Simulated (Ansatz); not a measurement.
```yaml
crystal:
  periodic: [false, false, false]
  atoms:
    - {symbol: C, position_ang: [-0.156100, 1.408817, -0.203444]}
    - {symbol: N, position_ang: [0.121695, -0.004957, -0.227922]}
    - {symbol: Al, position_ang: [0.804041, -1.412999, -1.064673]}
    - {symbol: Si, position_ang: [-0.240931, -1.252949, 0.970921]}
    - {symbol: H, position_ang: [0.197170, 1.896472, -1.116124]}
    - {symbol: H, position_ang: [0.333574, 1.898996, 0.646380]}
    - {symbol: H, position_ang: [-1.231398, 1.604712, -0.116507]}
    - {symbol: H, position_ang: [1.538689, -1.672656, -2.439255]}
    - {symbol: H, position_ang: [-1.695779, -1.456220, 1.251213]}
    - {symbol: H, position_ang: [0.412140, -1.060315, 2.302412]}
basis:
  gaussian: {orbitals: def2-mTZVP}
total_charge: -2
hamiltonian: {xc: {name: revPBE}}
output: {forces: true}
```

```sh
$ ansatz run in.yaml --threads 2 --pin off --events-out ev --progress --plain --max-ram 4352MiB
```

It prints (some lines left out):

```
Functional definition: revPBE
1031 factors; their error is unknown
mean field evaluation 1: about -17083.5620 eV, gradient 3.7e1 eV
mean field evaluation 2: about -17060.4061 eV, gradient 8.7e1 eV
mean field evaluation 4: about -17082.9353 eV, gradient 3.2e1 eV
mean field evaluation 8: about -17088.7210 eV, gradient 1.2e1 eV
mean field evaluation 16: about -17089.6957 eV, gradient 1.6e-4 eV
mean field evaluation 64: about -17089.4622 eV, gradient 2.4e-4 eV
mean field -17089.69573692 eV, -628.0347345199 hartree, gradient 9.1e-6 eV, S^2 0.000000; 8 other end points of the search recorded, 0 dependent functions left out
reference -17089.69579187 eV, -628.0347365394 hartree; 24, 24 occupied and 76, 76 virtual orbitals, 1031 factors
Total energy: -17089.69579187 eV, -628.0347365394 hartree
Atom 0 at    -0.156100     1.408817    -0.203444 Å, force     0.372129    -1.936510    -0.038340 eV/Å
Atom 1 at     0.121695    -0.004957    -0.227922 Å, force    -1.245963     2.717592     1.435674 eV/Å
Atom 2 at     0.804041    -1.412999    -1.064673 Å, force     1.215784    -2.069142    -1.646231 eV/Å
Atom 3 at    -0.240931    -1.252949     0.970921 Å, force     0.593026    -0.572567    -0.965266 eV/Å
Atom 4 at     0.197170     1.896472    -1.116124 Å, force     0.161929     0.321440    -0.456464 eV/Å
Atom 5 at     0.333574     1.898996     0.646380 Å, force     0.379684     0.746308     0.631801 eV/Å
Atom 6 at    -1.231398     1.604712    -0.116507 Å, force    -0.901173     0.491911     0.002176 eV/Å
Atom 7 at     1.538689    -1.672656    -2.439255 Å, force     0.284143    -0.165201    -0.506646 eV/Å
Atom 8 at    -1.695779    -1.456220     1.251213 Å, force    -0.779329     0.168717     0.596692 eV/Å
Atom 9 at     0.412140    -1.060315     2.302412 Å, force    -0.080229     0.297453     0.946604 eV/Å
Dipole moment:    -0.757667     1.284525     1.022191 e Å
```

(1) What is wrong with this run?

Results:

(1) The charge is far from anything that the molecule holds. The run converged. The result belongs to that input, not to the molecule as meant.
